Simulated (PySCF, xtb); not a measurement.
CH₆GaN, SMILES C[NH][GaH2].

xtb 6.7.1 with GFN2-xTB at its own geometry gives an orbital gap of 4.18 eV and a dipole moment of 1.05 D.

Geometry optimised at PBE-D3(BJ)/def2-SVP.

Question: What does ωB97X/def2-TZVPD run with PySCF give? (Estimate from the structure and the level; the computed values follow.)

Answer: gap 10.09 eV (levels -9.09 and 1.00 eV), dipole 0.72 D.
